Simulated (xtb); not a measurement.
CSi (SMILES [C]=[Si]), triplet, at a GFN2-xTB geometry. Base run: GFN2-xTB run with xtb.

Here is a job for xtb.
```
$ xtb mol.xyz --gfn 2 --uhf 2 --json

# file mol.xyz
2

Si    -0.00000000    -0.00000000    -0.51650348
C      0.00000000     0.00000000     1.20517479
```

Each row names what was changed in the base input (with any setting that the change needs).

| change | ΔE vs base (kJ/mol) | dipole (D) | G_solv (kcal/mol) | SCF cycles |
|---|---|---|---|---|
| base | 0.00 | 4.01 | - | 14 |
| alpb = thf | 1.02 | 4.11 | 0.19 | 13 |
| alpb = ch2cl2 | -1.16 | 4.14 | -0.37 | 12 |
| etemp = 3000 | -38.0 | 3.70 | - | 14 |
| acc = 30 | 0.00 | 4.01 | - | 11 |

ALPB and GBSA are two models with their own fitted parameters for each solvent, which aren't always the measured dielectric constant.
